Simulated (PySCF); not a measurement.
A small calculation by hand: oscillator strength and radiative lifetime

C3H10OSi2, SMILES C1[Si@H](C)[C@H]([SiH3])O1.

Geometry: PBE0-D3(BJ)/def2-SVP. The structure was generated by enumeration; whether it is a known compound was not checked.

TDA-PBE/def2-SVPD (PySCF) puts the first singlet state with f over 0.02 at 6.09 eV (vertical), with the transition dipole (-0.385, -0.312, 0.057) in atomic units.

### Question
Find the oscillator strength, the wavelength and the radiative lifetime that this transition would have in vacuum if emission retraced absorption.

### Answer

|μ|² = 0.2488 au, so |μ| = 1.27 D. ΔE = 6.09/27.211 = 0.2238 hartree. f = (2/3) ΔE |μ|² = 0.037 (the program prints 0.037).
λ = 1239.84/6.09 = 204 nm; ν = 49119 cm⁻¹.
Einstein's coefficient A = 0.6670 ν² f s⁻¹ (ν in cm⁻¹) = 6.0e7 s⁻¹, so τ = 1/A = 17 ns. This state is S5; the lower singlets have f = 0.005, 0.005, 0.007, 0.015. The figure is the radiative limit of this one transition; relaxation, internal conversion, crossing to triplets and a medium change what is measured.
